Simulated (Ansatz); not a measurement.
System: C3H6O (charge 0, singlet). 
Geometry from a B3LYP-D3(BJ)/def2-TZVP (Ansatz, an electronic-structure program) optimisation:
SMILES: C=CCO
```xyz
10

C      1.6892    -0.3896    -0.5271
C      0.7546     0.1540     0.2425
C     -0.6261     0.4924    -0.2244
O     -1.6295    -0.1713     0.5449
H      1.5002    -0.6114    -1.5719
H      2.6760    -0.6245    -0.1493
H      0.9599     0.3622     1.2888
H     -0.7297     0.2642    -1.2921
H     -0.8254     1.5579    -0.0904
H     -1.4513    -1.1180     0.5094
```
Charge 0, spin multiplicity 1.

Quantity: atomisation energy (electronic, to ground-state atoms), in eV. Valence correlation only, unless marked. UHF or UKS for open shells. No spin-orbit coupling. No relativistic terms. The coupled-cluster limit lacks core correlation, which all-electron functionals hold. Basis-set limits of correlation are two-point, X^-3; Hartree-Fock from the larger set. [CCSD(T)-MP2]/basis is that difference in the basis named.

```csv
level,program,atomisation energy (eV)
SVWN5/def2-TZVPD,Ansatz,47.60
```

Q: Estimate the value at RI-MP2/CBS(aug-cc-pVTZ,aug-cc-pVQZ)+[CCSD(T)-MP2]/aug-cc-pVTZ as computed with Ansatz.

A: 41.52 eV, so SVWN5/def2-TZVPD differs from it by 6.08 eV.
